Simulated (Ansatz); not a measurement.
Isolated molecules relaxed with PBE0-D4/def2-TZVP in Ansatz; ΔE leaves out vibrations. CCSD(T)/CBS adds triple-zeta CCSD(T) − MP2 to the extrapolated MP2 energy (def2 sets, frozen cores). This one scheme is used for every species. For Br outer-core shells are correlated without core-valence functions, which leaves a few kJ/mol of doubt a bond. Scalar relativity is left out up to krypton. One conformer a species, not always the lowest.

Consider the hydrogenolysis of the Si–O bond: `CO[SiH](Br)O[SiH3]` + H₂ → `[SiH3]O[SiH2]Br` + CH₃OH.

`CO[SiH](Br)O[SiH3]`:

Z-matrix (Å, degrees):
```
C
O 1 1.412
H 1 1.094 2 111.0
H 1 1.095 2 111.4 3 -121.5
H 1 1.090 2 107.9 3 119.3
Si 2 1.620 1 126.0 3 61.6
O 6 1.609 2 108.3 1 -174.5
Br 6 2.227 2 109.1 1 -54.8
H 6 1.473 2 112.5 1 64.1
Si 7 1.647 6 143.7 2 71.7
H 10 1.484 7 110.3 6 -25.8
H 10 1.483 7 109.2 6 94.9
H 10 1.482 7 107.6 6 -145.9
```

H₂:

Z-matrix (Å, degrees):
```
H
H 1 0.746
```

`[SiH3]O[SiH2]Br`:

Cartesian coordinates in Å:
```
Si -1.468 0.050 0.567
O -0.135 -0.564 -0.173
Si 1.369 -0.253 -0.686
Br 2.302 1.318 0.578
H -1.944 1.253 -0.161
H -1.147 0.412 1.969
H -2.511 -1.002 0.539
H 2.186 -1.477 -0.561
H 1.347 0.264 -2.072
```

CH₃OH:

```xyz
6

C     0.346   -0.054   -0.066
O    -0.788    0.589    0.470
H     1.218    0.518    0.253
H     0.335   -0.075   -1.162
H     0.459   -1.081    0.304
H    -1.570    0.103    0.201
```

```tsv
species	CCSD(T)/def2-TZVPP energy (Eh)
`CO[SiH](Br)O[SiH3]`	-3343.50487
H₂	-1.17233
`[SiH3]O[SiH2]Br`	-3229.08424
CH₃OH	-115.55534
```

**Question.** Work out ΔE.

**Answer.** ΔE = (-3229.08424) + (-115.55534) − (-3343.50487) − (-1.17233) = 0.03762 Eh = +23.6 kcal/mol. CCSD(T)/CBS gives +24.0 kcal/mol.

Largest T1 diagnostic among the species: 0.010.

The D4 term adds +3.2 kcal/mol with B3LYP and +1.8 kcal/mol with PBE0; it sums over pairs of atoms, weighted by their polarisabilities, and B3LYP, whose exchange is more repulsive, gets the larger term. In def2-TZVPP, CCSD(T) changes the Hartree–Fock value by +3.1 kcal/mol (the triples alone add +0.9 kcal/mol) and MP2 by +4.8 kcal/mol.

B3LYP here is the variant with VWN-RPA as its local correlation; programs differ in this.
